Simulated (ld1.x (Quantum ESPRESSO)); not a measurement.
**Ce (Z = 58): one change to a TM semilocal potential, before and after**

```json
{
 "Element": "cerium (Ce)",
 "Generator": "ld1.x (Quantum ESPRESSO) 7.5",
 "Type": "norm-conserving Troullier–Martins (semilocal form)",
 "Functional": "PBE",
 "Relativity": "scalar-relativistic",
 "Frozen core": "[Kr] 4d10 4f1",
 "Valence charge": "11",
 "Reference configuration": "5s2 5p6 5d1 6s2 6p0",
 "Partial waves": "5p (bound): rc 2.45 bohr; 5d (bound): rc 2.70 bohr; 5s (bound): rc 1.70 bohr",
 "Local potential": "the s channel",
 "Core correction": "none"
}
```

Occupied shells without a wave of their own: 6s. They enter only through the test configuration that unscreens the potential.

Change: core correction a·sin(br)/r model core inside 1.80 bohr (6s counted twice).

Cutoffs: the cutoffs (Ry, on a coarse ladder) from which the occupation-weighted sum of valence levels, in a spherical-Bessel basis at the reference potential, stays within 10 and 1 mRy of its value at 400 Ry; they do not see the model core or the augmentation charge, which bear on the density cutoff. Errors are all-electron minus pseudo energies relative to the spin-unpolarised reference configuration.

Question: What does the change do?

Answer: The potential gets neither clearly harder nor softer (45 Ry and 80 Ry → 45 Ry and 80 Ry); of the 6 tests that both files solve, the error grows in 5 and shrinks in 0 by more than 15 % and 0.3 meV (median size 137.8 → 332.0 meV); neither file shows a bound ghost at the reference potential, the only one tested. A semilocal file is local in each channel, so a ghost entry of none says nothing of the separable form that plane-wave codes build from it. In the changed file ld1.x takes every shell without a wave as core, so the model core holds the 6s electrons as well and exchange and correlation see them twice. This cancels in the reference configuration, but the file is broken for other ones, and its errors say nothing about a proper core correction. A model core, the more so a compact one, raises the density cutoff, which this test does not measure.

```csv
quantity,base,changed
"cutoff, loose",45 Ry,45 Ry
"cutoff, tight",80 Ry,80 Ry
bound ghosts,none,none
"largest miss of a reference level, eV",0.07,0.07
"tests counted (converged, no solver errors)",6 of 7,6 of 7
"error for 5s2 5p6 5d1 6s1 6p0, meV [ΔE 6.07 eV]",-101,-225
"error for 5s2 5p6 5d1 6s0 6p0, meV [ΔE 17.15 eV]",-267,-798
"error for 5s2 5p6 5d0 6s0 6p0, meV [ΔE 36.33 eV]",-403,-1199
"error for 5s2 5p6 5d2 6s1 6p0, meV [ΔE 0.89 eV]",-67,-85
"error for 5s2 5p6 5d1.5 6s1.5 6p0, meV [ΔE 0.40 eV]",-36,-41
"error for 5s2 5p6 5d2 6s0 6p0, meV [ΔE 6.24 eV]",-175,-439
s: phases at 2.95 bohr within 0.05 rad from the reference energy up to (Ry; the scan ends near 5),-0.1,-0.1
p: phases at 2.95 bohr within 0.05 rad from the reference energy up to (Ry; the scan ends near 5),0.3,0.3
d: phases at 2.95 bohr within 0.05 rad from the reference energy up to (Ry; the scan ends near 5),2.4,2.4
```

Base: Tests not counted: 5s2 5p6 5d1 6s0 6p1 (solver errors, printed error -7.8 eV). These tests converged, but a pseudo level misses the all-electron one widely, so the file describes the atom poorly there or has found another state: 5s2 5p6 5d1 6s0 6p0: empty 6p by 7.1 eV; 5s2 5p6 5d0 6s0 6p0: empty 6p by 7.7 eV. The 6s level has no wave, so the channel is fitted at the deeper level alone: the likely source of the large errors. Changed file: Tests not counted: 5s2 5p6 5d1 6s0 6p1 (solver errors, printed error -8.3 eV). These tests converged, but a pseudo level misses the all-electron one widely, so the file describes the atom poorly there or has found another state: 5s2 5p6 5d1 6s0 6p0: empty 6p by 7.1 eV; 5s2 5p6 5d0 6s0 6p0: empty 6p by 11.3 eV.
